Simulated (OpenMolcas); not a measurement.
## Mo IV: effect of the basis set

```yaml
Program: OpenMolcas
Method: CASSCF
Active_space: 3 electrons in 5 orbitals (4d)
State_averaging: 2S+1 = 4 even, 10 roots; 2S+1 = 2 even, 40 roots
Spin-orbit_coupling: RASSI with atomic mean-field integrals over the reference wave functions, term energies averaged over their components
```

A. ANO-R1 [6s4p3d1f], X2C, finite nucleus; cost of the order of 9 core-seconds
B. ANO-RCC-VDZP [6s5p3d1f], DKH2, point nucleus; cost of the order of 10 core-seconds
C. ANO-R2 [7s5p4d2f1g], X2C, finite nucleus; cost roughly 16 core-seconds
D. ANO-RCC-VTZP [7s6p4d2f1g], DKH2, point nucleus; cost of the order of 11 core-seconds
E. ANO-R3 [8s6p5d3f2g1h], X2C, finite nucleus; cost about 10 core-seconds
F. ANO-RCC-VQZP [8s7p5d3f2g1h], DKH2, point nucleus; cost of the order of 12 core-seconds

Energies in cm⁻¹ above 4d³ ⁴F_3/2, the measured ground level; measured values from Sugar and Musgrove, J. Phys. Chem. Ref. Data 17, 155 (1988).

| Level | A | B | C | D | E | F | Measured |
| --- | --- | --- | --- | --- | --- | --- | --- |
| 4d³ ⁴F_3/2 | 0.0 | 0.0 | 0.0 | 0.0 | 0.0 | 0.0 | 0.0 |
| 4d³ ⁴F_5/2 | 755 | 791 | 755 | 739 | 727 | 735 | 778 |
| 4d³ ⁴F_7/2 | 1727 | 1806 | 1727 | 1693 | 1666 | 1683 | 1760 |
| 4d³ ⁴F_9/2 | 2855 | 2978 | 2854 | 2803 | 2760 | 2786 | 2865 |
| 4d³ ⁴P_1/2 | 13101 | 13104 | 13075 | 13190 | 13217 | 13220 | 10338 |
| 4d³ ⁴P_3/2 | 13194 | 13187 | 13167 | 13291 | 13321 | 13321 | 10331 |
| 4d³ ²G_7/2 | 14206 | 14207 | 14174 | 14336 | 14365 | 14372 | 11580 |
| 4d³ ⁴P_5/2 | 14295 | 14354 | 14268 | 14358 | 14366 | 14381 | 11612 |
| 4d³ ²G_9/2 | 14930 | 14942 | 14896 | 15056 | 15081 | 15091 | 12311 |
| 4d³ ²P_1/2 | 18499 | 18497 | 18456 | 18650 | 18680 | 18687 | 14348 |
| 4d³ ²H_9/2 | 18845 | 18871 | 18802 | 18984 | 19006 | 19021 | 15995 |
| 4d³ ²H_11/2 | 19237 | 19254 | 19192 | 19381 | 19406 | 19418 | 16357 |
| 4d³ ²D_5/2(1) | 21005 | 21017 | 20955 | 21168 | 21193 | 21206 | 16809 |
| 4d³ ²D_3/2(1) [54 %] | 21259 | 21317 | 21209 | 21396 | 21407 | 21431 |  |
| 4d³ ²F_7/2 | 30775 | 30706 | 30699 | 31021 | 31074 | 31065 | 24787 |
| 4d³ ²F_5/2 | 31123 | 31062 | 31047 | 31366 | 31417 | 31410 | 25100 |
| 4d³ ²D_5/2(2) | 47814 | 47635 | 47689 | 48234 | 48321 | 48291 | 38922 |
| 4d³ ²D_3/2(2) | 48216 | 48049 | 48091 | 48630 | 48714 | 48686 | 39231 |

Deviations, from unrounded energies. A percentage is the sum of absolute deviations over the sum of measured energies, with the sign that they share, or ± where signs differ.

```
                        Against measurement  Levels      A      B      C      D      E      F
             mean absolute deviation (cm-1)      16   3600   3600   3600   3800   3800   3800
      fine structure of the ground term (%)       3   -1.2   +3.2   -1.2   -3.1   -4.6   -3.7
other terms of the ground configuration (%)      13  +23.2  +23.1  +22.9  +24.2  +24.4  +24.4
```

A, B, C lie about equally close to measurement and E furthest from it. The largest miss of C in the table is 4d³ ²D_3/2(2), by +8900 cm-1. The ranking rests on the paired levels alone, and a cruder setting can come out closer through cancelling errors.

Among A to F the level of the table that moves most is 4d³ ²D_5/2(2), by 690 cm-1 (lowest in B, highest in E).

Without dynamic correlation excited terms often stand tens of per cent too high (terms of higher spin than the ground term too low), and those without a measured partner can miss by more than the paired ones. The basis is small and was not contracted for so high a charge (holds for A; B). Measured partners are found by configuration, term and J. A level has none where our copy of the source lacks it or the pairing is in doubt (some pairs that miss far off the trend of their configuration count as doubtful), and it then counts in no deviation. Levels of configurations outside the active space are missing. Levels that lie high or do not pair safely by name in every column are left out.

A share in square brackets marks a mixed level and gives the weight of the term that names it, the lowest over the columns. A number in round brackets counts repeated terms of one configuration in the order of the reference energies.
